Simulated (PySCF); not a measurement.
Sn(H)(Cl)(NH2)2 (ClH₅N₂Sn), SMILES [SnH]([NH2])([NH2])[Cl].

Geometry: PBE0-D3(BJ)/def2-SVP. The structure was generated by enumeration; whether it is a known compound was not checked. The def2 effective core potentials stand for the cores of Sn; spin–orbit coupling is left out. The values are those of a single conformer.

Two levels are set side by side: PBE/def2-TZVP (PySCF) and PBE0/def2-TZVP (PySCF). Same geometry, gas phase. Differences are taken from unrounded values.

```csv
quantity,PBE0,PBE,PBE minus PBE0
orbital gap (eV),6.87,4.50,-2.37
highest occupied level (eV),-7.69,-6.25,1.44
lowest empty level (eV),-0.81,-1.75,-0.94
dipole moment (D),1.32,1.37,0.05
mean polarisability (bohr³),65.5,68.5,3.0
```

PBE's occupied levels lie high since its potential decays too fast outside the molecule; exact exchange lowers them and widens the gap. PBE's more diffuse valence density responds more strongly to a field. Differences between two approximate levels are no errors against the true value.

Rough cost on one machine, each run with all the roots and properties that it gave: PBE0 against PBE within a factor of 2.
